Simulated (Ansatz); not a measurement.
Cost and result for the atomization energy of `O=C=N[SiH]F` radical (6 atoms, 5 bonds).

Charge 0, multiplicity 2. Geometry: relaxed with PBE0-D4/def2-TZVP. It is one conformer, not always the lowest. Program: Ansatz. All runs use 4 threads of an Arm Neoverse V2 on a shared host. Times are those of one run each, without the atoms' runs, and a repeat can differ threefold. Electronic energies, without spin–orbit coupling; frozen cores. CCSD(T)/CBS adds CCSD(T) − MP2 in def2-TZVPP to the MP2 limit, and its time is that of the two runs behind it. T1 = 0.017; ⟨S²⟩ of the reference is 0.76. B3LYP takes the VWN-RPA correlation (the form of Gaussian; ORCA's B3LYP/G).

CCSD(T)/CBS is a level of theory with its own doubt, some kJ/mol a heavy atom from the limit and from the frozen cores, so smaller differences don't rank the functionals.

```
                            level  functions  wall time
           LDA (SPW92)/def2-TZVPP        180     0.85 s
             revPBE-D4/def2-TZVPP        180      1.6 s
               BLYP-D4/def2-TZVPP        180      1.6 s
  PBE-D4/def2-TZVPP (with forces)        180      1.8 s
          CAM-B3LYP-D4/def2-TZVPP        180      2.7 s
B3LYP-D4/def2-TZVPP (with forces)        180      2.7 s
              PBE-QIDH/def2-TZVPP        180      3.5 s
            r2SCANh-D4/def2-TZVPP        180      4.3 s
                 CCSD(T)/def2-SVP         79      4.5 s
 ωB97M-V/def2-TZVPP (with forces)        180      7.5 s
                   MP2/def2-QZVPP        328       10 s
               CCSD(T)/def2-TZVPP        180      120 s
                CCSD(T)/CBS(def2)          –    2.1 min
```

Problem. What atomization energy does each give, and how far from CCSD(T)/CBS? (Estimate.)

Solution. Computed: 
```json
{"level": "LDA (SPW92)/def2-TZVPP", "atomization (kcal/mol)": "749.2", "difference from CCSD(T)/CBS": "124.3", "per bond": "24.9"}
{"level": "revPBE-D4/def2-TZVPP", "atomization (kcal/mol)": "638.0", "difference from CCSD(T)/CBS": "13.1", "per bond": "2.6"}
{"level": "BLYP-D4/def2-TZVPP", "atomization (kcal/mol)": "643.9", "difference from CCSD(T)/CBS": "19.0", "per bond": "3.8"}
{"level": "PBE-D4/def2-TZVPP (with forces)", "atomization (kcal/mol)": "661.1", "difference from CCSD(T)/CBS": "36.2", "per bond": "7.2"}
{"level": "CAM-B3LYP-D4/def2-TZVPP", "atomization (kcal/mol)": "633.7", "difference from CCSD(T)/CBS": "8.8", "per bond": "1.8"}
{"level": "B3LYP-D4/def2-TZVPP (with forces)", "atomization (kcal/mol)": "631.1", "difference from CCSD(T)/CBS": "6.2", "per bond": "1.2"}
{"level": "PBE-QIDH/def2-TZVPP", "atomization (kcal/mol)": "621.9", "difference from CCSD(T)/CBS": "-3.0", "per bond": "-0.6"}
{"level": "r2SCANh-D4/def2-TZVPP", "atomization (kcal/mol)": "626.3", "difference from CCSD(T)/CBS": "1.4", "per bond": "0.3"}
{"level": "CCSD(T)/def2-SVP", "atomization (kcal/mol)": "576.8", "difference from CCSD(T)/CBS": "-48.1", "per bond": "-9.6"}
{"level": "ωB97M-V/def2-TZVPP (with forces)", "atomization (kcal/mol)": "629.5", "difference from CCSD(T)/CBS": "4.6", "per bond": "0.9"}
{"level": "MP2/def2-QZVPP", "atomization (kcal/mol)": "649.5", "difference from CCSD(T)/CBS": "24.6", "per bond": "4.9"}
{"level": "CCSD(T)/def2-TZVPP", "atomization (kcal/mol)": "602.4", "difference from CCSD(T)/CBS": "-22.5", "per bond": "-4.5"}
{"level": "CCSD(T)/CBS(def2)", "atomization (kcal/mol)": "624.9", "difference from CCSD(T)/CBS": "0.0", "per bond": "0.0"}
```

Leaving LDA and LC-ωPBE aside and taking each functional with its dispersion term where it has one, the values, not all of them listed here, spread over 67.5 kcal/mol, from BHLYP-D4 to PBE-D4. LDA lies +90.9 kcal/mol from PBE without D4, its usual overbinding. From PBE to PBE0 (25 % exact exchange), in def2-TZVPP and without D4, the atomization energy moves by −29.1 kcal/mol: exact exchange takes away binding that semilocal exchange gives to molecules. At CCSD(T), def2-SVP lies −48.1 kcal/mol from the extrapolated value and def2-TZVPP −22.4 kcal/mol: correlation converges slowly with the basis, and small sets miss more of it in the bonded molecule than in its fragments.
